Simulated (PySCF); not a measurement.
Br2Pb (SMILES [Br][Pb][Br]), singlet, at a GFN2-xTB geometry (such geometries of metal compounds can be far from the true shape) (core potentials on Pb); DF-CAMB3LYP/def2-TZVPD run with PySCF.

The PySCF input:
```python
from pyscf import gto, scf, dft
import numpy

mol = gto.M(
    atom='''
Pb    0.00240630    0.00054633    0.75031546
Br    1.12249584   -1.65311511   -0.88134668
Br   -1.12813346    1.65183512   -0.87653525
''',
    basis='def2-tzvpd',
    ecp={'Pb': 'def2-tzvpd'},
    verbose=4,
)
print('smallest overlap eigenvalue', numpy.linalg.eigvalsh(mol.intor('int1e_ovlp'))[0])

mf = dft.RKS(mol)
mf.xc = 'camb3lyp'
mf = mf.density_fit(auxbasis='def2-universal-jkfit')
mf = scf.addons.remove_linear_dep_(mf, threshold=1e-2, lindep=1e-2)
mf.kernel()
mf.analyze()
```

It wrote (shortened):

```
PySCF version 2.14.0

[INPUT] verbose = 4
[INPUT] num. atoms = 3
[INPUT] num. electrons = 92
[INPUT] charge = 0
[INPUT] spin (= nelec alpha-beta = 2S) = 0
[INPUT] symmetry False subgroup None
[INPUT] Mole.unit = angstrom
[INPUT] Symbol           X                Y                Z      unit          X                Y                Z       unit  Magmom
[...]
nuclear repulsion = 478.102428832467
number of shells = 56
number of NR pGTOs = 321
number of NR cGTOs = 170
basis = def2-tzvpd
ecp = {'Pb': 'def2-tzvpd'}
input.py:19: DeprecationWarning: remove_linear_dep_ is deprecated and will be removed in a future release. Linear dependency handling is now built into the SCF procedure by default. Linear dependency removal can be controlled using the following settings:
  pyscf.scf.hf.remove_overlap_zero_eigenvalue = True
  pyscf.scf.hf.overlap_zero_eigenvalue_threshold = 1e-6

  mf = scf.addons.remove_linear_dep_(mf, threshold=1e-2, lindep=1e-2)
smallest overlap eigenvalue 0.0012736294051874295
Applying remove_linear_dep_ on SCF object.
Using canonical orthogonalization with threshold 0.01

******** <class 'pyscf.df.df_jk.DFRKS'> ********
method = DFRKS
initial guess = minao
damping factor = 0
level_shift factor = 0
DIIS = <class 'pyscf.scf.diis.CDIIS'>
diis_start_cycle = 1
diis_space = 8
diis_damp = 0
SCF conv_tol = 1e-09
SCF conv_tol_grad = None
SCF max_cycles = 50
direct_scf = False
XC library pyscf.dft.libxc version 7.1.2
    S. Lehtola, C. Steigemann, M. J. T. Oliveira, and M. A. L. Marques,  SoftwareX 7, 1–5 (2018)
XC functionals = camb3lyp
    T. Yanai, D. P. Tew, and N. C. Handy,  Chem. Phys. Lett. 393, 51 (2004)
radial grids:
    Treutler-Ahlrichs [JCP 102, 346 (1995); DOI:10.1063/1.469408] (M4) radial grids

becke partition: Becke, JCP 88, 2547 (1988); DOI:10.1063/1.454033
pruning grids: <function nwchem_prune>
grids dens level: 3
symmetrized grids: False
atomic radii adjust function: <function treutler_atomic_radii_adjust>
small_rho_cutoff = 0
Set gradient conv threshold to 3.16228e-05
Initial guess from minao.
tot grids = 64080
******** <class 'pyscf.df.df.DF'> ********
auxbasis = def2-universal-jkfit
Create RSH-DF object <pyscf.df.df.DF object> for omega=0.33
******** <class 'pyscf.df.df.DF'> ********
auxbasis = auxmol.basis = def2-universal-jkfit
init E= -5307.31982155657
[...]
cycle= 1 E= -5340.41512761308  delta_E= -33.1  |g|= 2.04  |ddm|=   14
[...]
cycle= 2 E= -5340.41471022382  delta_E= 0.000417  |g|= 2.19  |ddm|= 5.04
[...]
cycle= 3 E= -5341.3880321463  delta_E= -0.973  |g|= 0.194  |ddm|= 2.11
[...]
cycle= 4 E= -5341.39654844562  delta_E= -0.00852  |g|= 0.115  |ddm|= 0.204
[...]
cycle= 5 E= -5341.39574089826  delta_E= 0.000808  |g|= 0.119  |ddm|= 0.0394
[...]
cycle= 6 E= -5341.39573555316  delta_E= 5.35e-06  |g|= 0.12  |ddm|= 0.0231
[...]
cycle= 7 E= -5341.39580622934  delta_E= -7.07e-05  |g|= 0.118  |ddm|= 0.0101
[...]
cycle= 8 E= -5341.39582097995  delta_E= -1.48e-05  |g|= 0.118  |ddm|= 0.0141
[...]
cycle= 9 E= -5341.39585829852  delta_E= -3.73e-05  |g|= 0.118  |ddm|= 0.00805
[...]
cycle= 10 E= -5341.39699083629  delta_E= -0.00113  |g|= 0.0936  |ddm|= 0.0708
[...]
cycle= 11 E= -5341.39825915602  delta_E= -0.00127  |g|= 0.052  |ddm|= 0.0684
[...]
cycle= 12 E= -5341.39759807711  delta_E= 0.000661  |g|= 0.0759  |ddm|= 0.144
[...]
cycle= 13 E= -5341.39816911662  delta_E= -0.000571  |g|= 0.0422  |ddm|= 0.132
[...]
cycle= 14 E= -5341.39852405116  delta_E= -0.000355  |g|= 0.0475  |ddm|= 0.0822
[...]
cycle= 15 E= -5341.39876570636  delta_E= -0.000242  |g|= 0.0532  |ddm|= 0.0587
[...]
cycle= 16 E= -5341.39771936466  delta_E= 0.00105  |g|= 0.0733  |ddm|= 0.0615
[...]
cycle= 17 E= -5341.39624997161  delta_E= 0.00147  |g|= 0.0942  |ddm|= 0.0923
[...]
cycle= 18 E= -5341.396489848  delta_E= -0.00024  |g|= 0.0864  |ddm|= 0.0256
[...]
cycle= 19 E= -5341.39600184823  delta_E= 0.000488  |g|= 0.105  |ddm|= 0.115
[...]
cycle= 20 E= -5341.39662533147  delta_E= -0.000623  |g|= 0.0939  |ddm|= 0.111
[...]
cycle= 21 E= -5341.39665856926  delta_E= -3.32e-05  |g|= 0.0909  |ddm|= 0.0137
[...]
cycle= 22 E= -5341.39661601927  delta_E= 4.25e-05  |g|= 0.0936  |ddm|= 0.0196
[...]
cycle= 23 E= -5341.39699590914  delta_E= -0.00038  |g|= 0.0842  |ddm|= 0.056
[...]
cycle= 24 E= -5341.39837675633  delta_E= -0.00138  |g|= 0.0569  |ddm|= 0.065
[...]
cycle= 25 E= -5341.39683183034  delta_E= 0.00154  |g|= 0.0908  |ddm|= 0.0989
[...]
cycle= 26 E= -5341.39660370546  delta_E= 0.000228  |g|= 0.0857  |ddm|= 0.0315
[...]
cycle= 27 E= -5341.3973794961  delta_E= -0.000776  |g|= 0.0815  |ddm|= 0.0859
[...]
cycle= 28 E= -5341.39758998919  delta_E= -0.00021  |g|= 0.0772  |ddm|= 0.0341
[...]
cycle= 29 E= -5341.39828942331  delta_E= -0.000699  |g|= 0.064  |ddm|= 0.0364
[...]
cycle= 30 E= -5341.39817276487  delta_E= 0.000117  |g|= 0.0665  |ddm|= 0.0487
[...]
cycle= 31 E= -5341.39793271597  delta_E= 0.00024  |g|= 0.0702  |ddm|= 0.121
[...]
cycle= 32 E= -5341.39829134096  delta_E= -0.000359  |g|= 0.0594  |ddm|= 0.0709
[...]
cycle= 33 E= -5341.39860626851  delta_E= -0.000315  |g|= 0.0485  |ddm|= 0.0307
[...]
cycle= 34 E= -5341.39832347441  delta_E= 0.000283  |g|= 0.0587  |ddm|= 0.0362
[...]
cycle= 35 E= -5341.39838857312  delta_E= -6.51e-05  |g|= 0.0571  |ddm|= 0.0201
[...]
cycle= 36 E= -5341.39827775556  delta_E= 0.000111  |g|= 0.0589  |ddm|= 0.0145
[...]
cycle= 37 E= -5341.39895110186  delta_E= -0.000673  |g|= 0.0377  |ddm|= 0.0926
[...]
cycle= 38 E= -5341.39863311602  delta_E= 0.000318  |g|= 0.0535  |ddm|= 0.0564
[...]
cycle= 39 E= -5341.39830570563  delta_E= 0.000327  |g|= 0.0591  |ddm|= 0.03
[...]
cycle= 40 E= -5341.39837569351  delta_E= -7e-05  |g|= 0.0631  |ddm|= 0.0436
[...]
cycle= 41 E= -5341.39830100737  delta_E= 7.47e-05  |g|= 0.0599  |ddm|= 0.0384
[...]
cycle= 42 E= -5341.39826046938  delta_E= 4.05e-05  |g|= 0.0588  |ddm|= 0.0103
[...]
cycle= 43 E= -5341.39833531516  delta_E= -7.48e-05  |g|= 0.0594  |ddm|= 0.00752
[...]
cycle= 44 E= -5341.39826585388  delta_E= 6.95e-05  |g|= 0.06  |ddm|= 0.0148
[...]
cycle= 45 E= -5341.39847225396  delta_E= -0.000206  |g|= 0.0551  |ddm|= 0.0214
[...]
cycle= 46 E= -5341.39836129545  delta_E= 0.000111  |g|= 0.052  |ddm|= 0.0707
[...]
cycle= 47 E= -5341.39831775498  delta_E= 4.35e-05  |g|= 0.0544  |ddm|= 0.0371
[...]
cycle= 48 E= -5341.39853692849  delta_E= -0.000219  |g|= 0.0503  |ddm|= 0.0751
[...]
cycle= 49 E= -5341.39853974969  delta_E= -2.82e-06  |g|= 0.0454  |ddm|= 0.0619
[...]
cycle= 50 E= -5341.3983605251  delta_E= 0.000179  |g|= 0.0465  |ddm|= 0.0325
SCF not converged.
SCF energy = -5341.3983605251
**** SCF Summaries ****
Total Energy =                       -5341.398360525097814
Nuclear Repulsion Energy =             478.102428832467467
One-electron Energy =                -8456.412210340018646
Two-electron Energy =                 2636.911420982452910
Two-electron Coulomb Energy =         2835.850146785936886
DFT Exchange-Correlation Energy =     -198.938725803483948
HOMO-LUMO gap [eV] =                     6.753891135738345
**** MO energy ****
[...]
Dipole moment(X, Y, Z, Debye): -0.09616,  0.06435,  4.45671
```

The run did not converge; its last values are not results.
